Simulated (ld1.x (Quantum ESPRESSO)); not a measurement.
**Er (Z = 68), TM: configuration errors across variants**

erbium (Er), norm-conserving Troullier–Martins (Kleinman–Bylander form), made with ld1.x (Quantum ESPRESSO) 7.5 (PBEsol, fully relativistic). Core [Xe] 4f11, reference 5d1 6s1 6p0 (charge +1). Waves: 6s (bound): rc 2.50 bohr; 6p (bound, empty): rc 2.75 bohr; 5d (bound): rc 2.10 bohr. Local part: the d channel. Core correction: a·sin(br)/r model core inside 1.20 bohr.

Open shells are filled in proportion to 2j + 1 (rel_dist='average').

All-electron excitation energies from the reference (eV): (1) 5d1 6s2 6p0 -7.071; (2) 5d1 6s0 6p0 12.708; (3) 5d1 6s1.5 6p0 -4.210; (4) 5d2 6s0 6p0 1.868; (5) 5d0 6s2 6p0 -1.417; (6) 5d2 6s1 6p0 -4.611.

Tests that are not counted but printed errors over 1 eV. “base”: 5d1 6s1 6p1 (pseudo-atom not self-consistent, printed error -11.3 eV). “wave 6p (bound): rc 2.75 bohr becomes 6p (bound): rc 2.58 bohr”: 5d1 6s1 6p1 (solver errors, printed error -22.7 eV).

5 further variants failed, have other tests or another functional or relativity, and are left out.

A true bound ghost makes a file unfit for plane-wave use even where its test errors are small: the radial tests pick states by their node count and pass the ghost by. Where a test does run into it, the solver fails or the error is huge.

Errors AE − PS in meV (a dash: test not solved or not reliable):

| change | (1) | (2) | (3) | (4) | (5) | (6) | bound ghosts |
| --- | --- | --- | --- | --- | --- | --- | --- |
| base | -6.9 | -26 | -2.5 | -64 | -94 | -50 | s, p3/2, p1/2 |
| wave 6s (bound): rc 2.50 bohr becomes 6s (bound): rc 2.82 bohr | -6.4 | -26 | -2.3 | -75 | -106 | -49 | s, p3/2, p1/2 |
| wave 6p (bound): rc 2.75 bohr becomes 6p (bound): rc 2.58 bohr | -6.9 | -26 | -2.5 | -64 | -94 | -50 | s, p3/2, p1/2 |
| core correction a·sin(br)/r model core inside 1.10 bohr | -6.9 | -26 | -2.5 | -64 | -94 | -50 | s, p3/2, p1/2 |
| wave 5d (bound): rc 2.10 bohr becomes 5d (bound): rc 2.70 bohr | -7.6 | -26 | -2.7 | -62 | -92 | -51 | s, p3/2, p1/2 |
| core correction none | -9.8 | +75 | -2.7 | +80 | +164 | +13 | s, p3/2, p1/2 |

(1) Give the same row for: all radii but the core radius scaled by about 1.15 (s 2.88, p 3.16, d 2.42 bohr).

Results:

(1) -6.4, -25, -2.3, -76, -108, -49; bound ghosts: s, p3/2, p1/2.
